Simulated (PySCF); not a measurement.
C3H4ClFSi.

```xyz
10

F      2.0947     0.0416     0.0000
C      0.8168     0.3935     0.0000
C     -0.2601    -0.4158     0.0000
Cl    -0.2900    -2.1360     0.0000
C     -1.4930     0.4674     0.0000
Si    -0.2577     1.9290     0.0000
H     -2.1177     0.3459     0.8987
H     -2.1177     0.3459    -0.8987
H     -0.2302     2.7850    -1.2173
H     -0.2302     2.7850     1.2173
```

Geometry: ωB97X-D3(BJ)/def2-SVP. The structure was generated by enumeration, and PubChem lists no compound with its InChIKey, so it may never have been made.

Level of theory: PBE/pcSseg-1 (PySCF). Non-relativistic, no solvent.

Q: Give the absolute GIAO shielding of each atom: isotropic value and principal components (ppm). (An estimate is asked for; the answer gives what the named calculation found.)

A: 
| atom | σ(iso) | σ11 | σ22 | σ33 | span |
|---|---|---|---|---|---|
| F1 | 252.4 | 147.4 | 234.4 | 375.3 | 227.9 |
| C2 | 18.7 | -58.2 | 52.9 | 61.4 | 119.7 |
| C3 | 52.1 | -31.1 | 91.4 | 96.1 | 127.2 |
| Cl4 | 635.8 | 379.8 | 625.3 | 902.4 | 522.6 |
| C5 | 163.7 | 143.3 | 164.2 | 183.8 | 40.5 |
| Si6 | 381.0 | 359.3 | 359.8 | 424.0 | 64.7 |
| H7 | 29.5 | 26.2 | 27.0 | 35.4 | 9.2 |
| H8 | 29.5 | 26.2 | 27.0 | 35.4 | 9.2 |
| H9 | 26.3 | 23.6 | 24.0 | 31.2 | 7.6 |
| H10 | 26.3 | 23.6 | 24.0 | 31.2 | 7.6 |
